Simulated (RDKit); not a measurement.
A run for RDKit: UFF on C2HNO (a complex), monomers drawn apart or pushed together.

```python
from rdkit import Chem
from rdkit.Chem import AllChem, rdDetermineBonds

blocks = [
'''2

C     0.49743472   -0.31961376    0.05101062
O     0.64720353   -0.59820713   -1.02636477
''',
'''3

C    -0.06539987    0.67773701    3.82439156
N    -0.23777824    0.97217691    4.91894798
H     0.09498066    0.40321737    2.80284166
''',
]
mol = None
for b in blocks:
    f = Chem.MolFromXYZBlock(b)
    rdDetermineBonds.DetermineBonds(f, charge=0)
    mol = f if mol is None else Chem.CombineMols(mol, f)
Chem.SanitizeMol(mol)
print(Chem.MolToSmiles(Chem.RemoveHs(mol)))
ff = AllChem.UFFGetMoleculeForceField(mol, vdwThresh=100.0, ignoreInterfragInteractions=False)
e = ff.CalcEnergy()
print(f'UFF energy {e:.6f} kcal/mol')
```

It printed:

```
C#N.[C-]#[O+]
UFF energy 0.092193 kcal/mol
```

The run finished.

Cost: about 0.020 core-seconds (a rough figure).
